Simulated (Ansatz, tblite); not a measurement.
Spin states of the cluster Ag2S (the lowest singlet isomer of a short search), each relaxed with PBE-D4/def2-TZVP in Ansatz. Electronic energies in the gas phase.

In the def2 sets Ag takes a core potential; there is no spin–orbit coupling. The xTB rows come from tblite. B3LYP takes the VWN-RPA correlation. Correlated methods freeze 5 core orbitals; core or outer-core shells of Ag are correlated, in sets that lack core-valence functions. The structure comes from a short search, and lower isomers may exist.

Singlet geometry (C2v within 0.1 Å):

```xyz
3

Ag    1.310   -0.399   -0.830
Ag   -1.492   -0.553    0.178
S     0.182    0.952    0.652
```

Triplet geometry (C2v within 0.1 Å):

```tsv
atom	x (Å)	y (Å)	z (Å)
Ag1	-0.225	-1.518	0.036
Ag2	1.302	0.760	-0.287
S3	-1.077	0.758	0.251
```

Quintet geometry (C2v within 0.1 Å):

Cartesian coordinates in Å:
```
Ag -1.438 -0.038 -0.619
Ag 1.249 -0.810 -0.484
S 0.189 0.849 1.103
```

⟨S²⟩: triplet 2.01 at PBE0-D4/def2-TZVP (pure 2.00), quintet 6.01 at PBE0-D4/def2-TZVP (pure 6.00).

Run but left out: HF/STO-3G (triplet: ⟨S²⟩ 2.98, where a pure state has 2.00).

Only these spin states were relaxed.

```
             level  triplet − singlet (kcal/mol)  quintet − singlet (kcal/mol)  lowest of these
          GFN1-xTB                          52.0                         119.7          singlet
          GFN2-xTB                          41.5                         103.6          singlet
B3LYP-D4/def2-TZVP                          29.8                          94.9          singlet
 PBE0-D4/def2-TZVP                          30.8                          97.9          singlet
```

Question: Estimate the rows for PBE-D4/def2-TZVP, CAM-B3LYP-D4/def2-TZVP, ωB97X-V/def2-TZVP, RPA@PBE/def2-TZVP.

Answer: 
```csv
level,triplet − singlet (kcal/mol),quintet − singlet (kcal/mol),lowest of these
PBE-D4/def2-TZVP,31.0,92.1,singlet
CAM-B3LYP-D4/def2-TZVP,30.1,97.5,singlet
ωB97X-V/def2-TZVP,33.9,106.2,singlet
RPA@PBE/def2-TZVP,33.1,96.2,singlet
```

The xTB methods have no spin-polarisation term.
